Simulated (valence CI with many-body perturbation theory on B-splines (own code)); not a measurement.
**Forbidden lines of Nd21+**

Calculated by valence CI with perturbative core correlation (CI+MBPT): three valence electrons over a frozen Dirac-Fock core [Kr], radial functions for each j: 7 s, 7 p, 8 d, 6 f, 4 g, 1 h, with the one-electron correlation potential Σ1, the two-electron term Σ2, the three-electron term Σ3, Breit, model QED; selected CI, second order for the rest, scaled by the run's own slope (own B-spline code, finite nucleus).

No measured spectrum was set against this ion. As an estimate, terms of the open shell hold to 2 to 4 % of their energy, and close levels can change places. The list stops below the first excitations out of the core.

Lines 51 to 69 of 69 in falling wavelength, among levels below 666750 cm⁻¹, chosen from the decays that carry over 1 % of a level's rate. Wavelengths and rates use the calculated energies, so an error of 2000 cm⁻¹ moves a line at 1180 Å by 2.4 % and its rate by three times that or more. Weak lines are less certain than strong ones. Lines between different terms over intervals too small for the method are left out, as are lines whose strength nearly cancels. The highest levels of a list are the least certain.

Levels are named by their leading jj configuration (3d3/2^4 stands for four electrons in 3d with j = 3/2), which in mixed levels can hold well under half, so a name can repeat and another be missing. Letters in brackets count levels of one name in rising energy.

```tsv
λ vac (Å)	Upper	Lower	Type	A (s⁻¹)	Branch %
1180	(4d3/2 4d5/2^2) J=5/2 [a]	(4d3/2^2 4d5/2) J=5/2 [a]	M1	1.96e+02	13.7
1164	(4d5/2^3) J=9/2	(4d3/2^2 4d5/2) J=7/2	M1	1.49e+02	5.1
1090	(4d3/2 4d5/2^2) J=5/2 [b]	(4d3/2^2 4d5/2) J=5/2 [a]	M1	1.44e+01	1.3
1082	(4d5/2^3) J=5/2	(4d3/2 4d5/2^2) J=3/2 [a]	M1	1.68e+03	27.1
1064	(4d5/2^3) J=3/2	(4d3/2^2 4d5/2) J=3/2	M1	2.06e+02	6.3
1059	(4d3/2 4d5/2^2) J=3/2 [a]	(4d3/2^3) J=3/2	M1	2.49e+02	7.3
1037	(4d3/2 4d5/2^2) J=3/2 [b]	(4d3/2^2 4d5/2) J=5/2 [b]	M1	9.70e+01	2.8
1027	(4d3/2 4d5/2^2) J=7/2 [b]	(4d3/2^2 4d5/2) J=5/2 [a]	M1	1.15e+02	12.0
1004	(4d3/2 4d5/2^2) J=1/2	(4d3/2^3) J=3/2	M1	4.55e+01	2.5
946.3	(4d5/2^3) J=5/2	(4d3/2^2 4d5/2) J=5/2 [b]	M1	9.77e+02	15.8
925.4	(4d5/2^3) J=5/2	(4d3/2 4d5/2^2) J=7/2 [a]	M1	7.01e+02	11.3
892.6	(4d5/2^3) J=3/2	(4d3/2^2 4d5/2) J=5/2 [a]	M1	5.87e+02	17.8
890.0	(4d3/2 4d5/2^2) J=5/2 [a]	(4d3/2^3) J=3/2	M1	5.64e+01	3.9
837.6	(4d3/2 4d5/2^2) J=5/2 [b]	(4d3/2^3) J=3/2	M1	1.68e+02	15.4
805.8	(4d3/2 4d5/2^2) J=3/2 [b]	(4d3/2^2 4d5/2) J=1/2	M1	1.22e+02	3.5
757.6	(4d3/2 4d5/2^2) J=3/2 [b]	(4d3/2^2 4d5/2) J=3/2	M1	3.19e+02	9.3
716.1	(4d5/2^3) J=3/2	(4d3/2^3) J=3/2	M1	5.77e+01	1.8
698.8	(4d5/2^3) J=5/2	(4d3/2^2 4d5/2) J=7/2	M1	2.07e+02	3.4
666.6	(4d3/2 4d5/2^2) J=3/2 [b]	(4d3/2^2 4d5/2) J=5/2 [a]	M1	3.06e+02	8.9
```
